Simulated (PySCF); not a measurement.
A structure optimised at PBE-D3(BJ)/def2-TZVP, used in a PySCF frequency run:

```
W
H 1 1.6731
H 1 1.6731 2 119.09
H 1 1.7086 2 62.02 3 -104.42
H 1 1.7086 2 114.85 4 33.93
H 1 1.7208 2 118.48 4 -98.24
Cl 1 2.3077 2 76.37 4 170.07
```

Task: Write its SMILES, formula and point group.

Result: [Cl][WH5], ClH5W, Cs

Task: What are its rotational constants (standard atomic weights)?

Result: 46.171, 2.9881, 2.9780 GHz
